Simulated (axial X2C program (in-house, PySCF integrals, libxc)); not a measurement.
InP: from the spin-free to the two-component result

All values were computed with an in-house all-electron X2C program for linear molecules (integrals from PySCF). Spin-free means the one-electron spin-free X2C Hamiltonian; two-component (2c) means X2C with spin–orbit coupling and atomic mean-field two-electron Coulomb and Gaunt terms, so the difference of the two also holds small scalar two-electron terms. Basis: In dyall-cv3z [11s12p9d4f1g], P dyall-v3z [8s7p2d1f] (cores contracted in-house); Gaussian nuclei, density fitting, unrestricted open shells. Masses: In 114.904 u, P 30.974 u.

Spin-free state: M_S = 1, Λ = 0 (beyond evenly filled blocks: π+α, π-α); fragments In + P.

| level | Re (Å) | ωe (cm⁻¹) | De (eV) | μ (D) |
| --- | --- | --- | --- | --- |
| PBE0 | 2.646 | 255.4 | 1.967 | -2.10 |
| BP86 | 2.677 | 242.3 | 2.110 | -2.08 |

Dipoles are positive if P is the positive end.

Two-component determinant lowest at the distance of the search:

Ω = 2 (⟨Sz⟩ = 1.00, ⟨Lz⟩ = 1.00 at PBE0); fragments In + P.

| level | Re (Å) | ωe (cm⁻¹) | μ (D) |
| --- | --- | --- | --- |
| PBE0 | 2.429 | 303.1 | -2.93 |
| BP86 | 2.448 | 293.2 | -2.67 |

(1) From the two tables, how do the constants change at the PBE0 level (2c against spin-free)?

De is counted from the lowest determinant-based energies of the atoms at the same level, without counterpoise correction. De is not given where an atomic determinant may have missed its ground term or J level, or where the truncated virtual space spoils (T). Density functionals use the spin component along the axis (collinear). Without a current term, density functionals place determinants with orbital angular momentum somewhat too high. The state is one determinant with fixed occupations, lowest in a PBE0 search at one distance only: followed along the bond, the 2c determinant Ω = 1 reaches 0.25 eV lower at PBE0, at Re = 2.646 Å, so the state shown is not the lowest. With several unpaired electrons one determinant need not be a pure state. A state of lower Ω lies just above, and one determinant can place such states too high, so the state shown need not be the lowest. The search has Ω = 1 only 0.02 eV up. Open-shell Ω = 0 determinants with evenly filled partner blocks cannot be reached by this program, so the Ω shown need not be the lowest component. At some level and bond length an empty orbital lies below a filled one.

## Answers

(1) At the PBE0 level Re drops by 0.217 Å and ωe increases by 47.7 cm⁻¹. The two determinants differ in configuration, so these shifts compare two states and are not the spin–orbit effect on one state.
